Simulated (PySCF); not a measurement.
Isomers of C6H8F2O, from PBE0-D3(BJ)/def2-SVP geometry optimisation, gas phase (PySCF). One conformer each, no zero-point energy, no frequencies.

Question: Which is lower in electronic energy at this level?
A. `[CH2:1]=[C:2](/[CH:3]=[CH:4]/[CH3:5])[O:6][CH:7]([F:8])[F:9]` with C1–C2–C3–C4 179°, C1–C2–O6–C7 -22°, C2–O6–C7–F8 -162°: A = 3004, B = 849.6, C = 689.9 MHz, dipole 2.28 D
B. `[O:1]=[C:2]1[CH2:3][CH2:4][CH2:5][CH2:6][C:7]1([F:8])[F:9]` with O1–C2–C3–C4 125°, C2–C3–C4–C5 54°, C3–C4–C5–C6 -56°, C4–C5–C6–C7 56° (2,2-difluorocyclohexanone): A = 2219, B = 1704, C = 1254 MHz, dipole 3.95 D

Answer: B. That is 2,2-difluorocyclohexanone, `O=C1CCCCC1(F)F`, 31.7 kcal/mol below the other.

```tsv
SMILES	mapped SMILES	E (Eh)	relative (kcal/mol)	relative (kJ/mol)	dipole (D)
O=C1CCCCC1(F)F	[O:1]=[C:2]1[CH2:3][CH2:4][CH2:5][CH2:6][C:7]1([F:8])[F:9]	-507.46629	0.0	0.0	3.95
C=C(/C=C/C)OC(F)F	[CH2:1]=[C:2](/[CH:3]=[CH:4]/[CH3:5])[O:6][CH:7]([F:8])[F:9]	-507.41573	31.7	132.7	2.28
```

As drawn, the lower has a C=O bond, which the higher lacks; the higher has a C=C bond outside aromatic rings, which the lower lacks.
